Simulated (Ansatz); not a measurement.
Species: SiH2Br, charge 0, doublet. SiH2Br (SMILES [SiH2]Br, doublet).
B3LYP-D3(BJ)/def2-TZVP minimum from Ansatz (a quantum-chemistry and plane-wave program):
```
Si
H 1 1.4845
H 1 1.4845 2 110.79
Br 1 2.2355 2 108.31 3 -118.67
```
Charge 0, spin multiplicity 2.

Total energies in def2-SVP, 13 correlated electrons, 19 frozen orbitals. UHF or UKS for unpaired electrons; spin-orbit terms are left out. Cores are frozen in correlated methods (noble-gas shells, and filled d and f shells in the p block). No relativity. Spin-orbit terms, left out, reach several kcal/mol for Br and I, and more for heavier atoms.

```
method    program  energy (Eh)  minus CCSDTQ (mEh)
--------  -------  -----------  ------------------
HF         Ansatz  -2862.10779              238.77
MP2        Ansatz  -2862.31039               36.17
CCSD       Ansatz  -2862.33988                6.69
CCSD(T)    Ansatz  -2862.34541                1.15
CCSDT(Q)   Ansatz  -2862.34657                0.00
CCSDTQ     Ansatz  -2862.34656                0.00
```

Rough core times of Ansatz's runs on a shared machine: CCSD(T) under 20 s, CCSDT(Q) 80 s, CCSDTQ 2 h.
